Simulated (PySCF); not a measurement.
Match the calculated data to a structure.

All candidates are C6H8ClF.

| technique | computed result |
| --- | --- |
| NMR, other nuclei | isotropic shieldings of nuclei other than C and H, by class: 273 (1 F), 754 (1 Cl) ppm [GIAO PBE0/pcSseg-1] |
| 13C NMR | chemical shifts (computed TMS as zero) by class: 165.6 (1 C), 122.1 (1 C), 35.6 (1 C), 31.4 (1 C), 27.3 (1 C), 26.3 (1 C) ppm [GIAO PBE0/pcSseg-1] |
| Rotational structure | rotational constants A, B, C: 2.581, 1.420, 0.953 GHz [GFN2-xTB] |
| 1H NMR | chemical shifts (computed TMS as zero) by class: 2.42 (2 H), 2.32 (2 H), 1.68 (2 H), 1.61 (2 H) ppm [GIAO PBE0/pcSseg-1] |
| Dipole | 3.29 D [PBE0/pcSseg-1] |

Electronic properties: PySCF, gas phase, density fitting. Levels stand in brackets. One conformer (not necessarily the lowest) at the GFN2-xTB geometry, without solvent, vibrations or thermal averaging. NMR values are class means; diastereotopic atoms form classes of their own.

Task: Which candidate is it?
A. `C[C@@H]1C[C@H](Cl)/C1=C/F`
B. `FC1=C(Cl)CCCC1`
C. `C=C[C@H](CF)C(=C)Cl`
D. `C=C(F)/C(=C\Cl)CC`

Result: B. It is `FC1=C(Cl)CCCC1`. Numbering: `[F:1][C:2]1=[C:3]([Cl:4])[CH2:5][CH2:6][CH2:7][CH2:8]1`. Its formula, C6H8ClF, gives 2 degrees of unsaturation: 1 ring and 1 π bond in the structure found. 6 carbons fall into 6 classes; from least to most shielded: vinylic C–F carbon [C2] (165.6 ppm), vinylic C–Cl carbon [C3] (122.1 ppm), allylic carbon [C5] (35.6 ppm), allylic carbon [C8] (31.4 ppm), ring CH2 carbon [C6] (27.3 ppm), ring CH2 carbon [C7] (26.3 ppm). Hydrogen classes from least to most shielded: 2 H on an allylic carbon, C8 (2.42 ppm), 2 H on an allylic carbon, C5 (2.32 ppm), 2 H on a ring CH2 carbon, C7 (1.68 ppm), 2 H on a ring CH2 carbon, C6 (1.61 ppm). The other shieldings belong to: 273 ppm, vinyl fluorine [F1]; 754 ppm, vinyl chlorine [Cl4]. The optimised geometry has point group C1 and is an asymmetric top.

The others, at the same levels:
- `C=C[C@H](CF)C(=C)Cl` fails: its computed 13C shifts are 154.7 (1 C), 144.8 (1 C), 124.0 (1 C), 122.7 (1 C), 85.4 (1 C), 56.7 (1 C) ppm, 1H shifts are 6.00 (1 H), 5.71 (1 H), 5.62 (1 H), 5.55 (1 H), 5.12 (1 H), 5.06 (1 H), 4.89 (1 H), 3.36 (1 H) ppm and rotational constant A is 1.701 GHz (against 2.581 GHz).
- `C[C@@H]1C[C@H](Cl)/C1=C/F` fails: its computed 13C shifts are 160.1 (1 C), 136.2 (1 C), 53.9 (1 C), 39.9 (1 C), 33.4 (1 C), 23.2 (1 C) ppm, 1H shifts are 7.18 (1 H), 4.76 (1 H), 2.96 (1 H), 2.78 (1 H), 1.81 (1 H), 1.44 (3 H) ppm and rotational constant A is 2.228 GHz (against 2.581 GHz).
- `C=C(F)/C(=C\Cl)CC` fails: its computed 13C shifts are 172.6 (1 C), 141.6 (1 C), 132.6 (1 C), 100.4 (1 C), 31.6 (1 C), 17.6 (1 C) ppm, 1H shifts are 6.29 (1 H), 5.23 (1 H), 4.73 (1 H), 2.20 (2 H), 1.14 (3 H) ppm and rotational constant A is 2.353 GHz (against 2.581 GHz).

Each candidate is one conformer, not necessarily the lowest. The conformers computed, where there is a choice (atom-mapped SMILES and torsion angles):
- `[CH2:1]=[CH:2][C@H:3]([CH2:4][F:5])[C:6](=[CH2:7])[Cl:8]`: C1–C2–C3–C4 12°, C2–C3–C4–F5 168°, C2–C3–C6–C7 -123°
- `[CH2:1]=[C:2]([F:3])/[C:4](=[CH:5]\[Cl:6])[CH2:7][CH3:8]`: C1–C2–C4–C5 -166°, C2–C4–C7–C8 72°

The conformers of `FC1=C(Cl)CCCC1` aren't listed.
